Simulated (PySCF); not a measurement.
Compound: C6H5ClF2.
SMILES: `FC(F)(Cl)C1=CC=CC1`

Method: TDDFT PBE0/def2-SVPD, vertical, gas phase, core orbitals frozen in the response (PySCF). One conformer (not necessarily the lowest) at the GFN2-xTB geometry, without solvent, vibrations or thermal averaging. Torsions of this conformer, `[F:1][C:2]([F:3])([Cl:4])[C:5]1=[CH:6][CH:7]=[CH:8][CH2:9]1`: F1–C2–C5–C6 136°.

For one non-degenerate pair of states in vacuum, A = 0.6670 f ν̃² s⁻¹ with ν̃ in cm⁻¹, τ = 1/A, |μ|² = 3f / (2ΔE) in atomic units, and the integrated cross-section is ∫σ dE = 109.76 f Mb·eV.

These lifetimes count emission to the ground state at the vertical energy alone; relaxation of the geometry and all other decay channels are left out.

Energies and rates of the computed singlets with f of 0.002 or more:

| state | λ (nm) | A (s⁻¹) |
| --- | --- | --- |
| S1 | 259.3 | 1.77×10⁸ |
| S2 | 198.1 | 1.17×10⁷ |
| S3 | 190.8 | 3.47×10⁷ |
| S4 | 188.6 | 1.45×10⁷ |
| S5 | 187.7 | 7.65×10⁶ |
| S6 | 181.9 | 6.12×10⁷ |
| S7 | 168.0 | 8.34×10⁶ |
| S8 | 167.0 | 4.27×10⁷ |

Which f and |μ| stand behind these rates?

f = A / (0.6670 ν̃²), and |μ| follows from f:

```csv
state,f,|μ| (D),τ,"main configurations (H = HOMO, L = LUMO)"
S1,0.178,3.13,5.7 ns,H→L (98%)
S2,0.0069,0.54,85 ns,"H→L+1 (86%), H-1→L (8%)"
S3,0.019,0.88,29 ns,"H-1→L (69%), H-2→L (11%)"
S4,0.0077,0.56,69 ns,H-2→L (82%)
S5,0.0040,0.40,130 ns,H→L+2 (94%)
S6,0.030,1.08,16 ns,"H-3→L (65%), H→L+5 (14%), H→L+3 (12%)"
S7,0.0035,0.36,120 ns,"H→L+4 (50%), H→L+3 (39%), H→L+5 (8%)"
S8,0.018,0.80,23 ns,"H→L+4 (45%), H→L+3 (24%), H→L+5 (20%)"
```

What is the integrated cross-section of all computed states together?

Σf = 0.267 over S1 to S8, so 109.76 × Σf ≈ 29.4 Mb·eV.

By what factor does the largest A in the list exceed the smallest?

S1 has 23 times the rate of S5.

How much energy does a mole of photons resonant with S1 carry?

4.782 eV × 96.485 = 461 kJ/mol (110 kcal/mol).

On one thread, Intel Xeon at 2.60 GHz (x86_64), no GPU, on a shared host, this took 50 s wall (with the writing of density and orbital grids) and 0.88 GiB of memory at its peak.
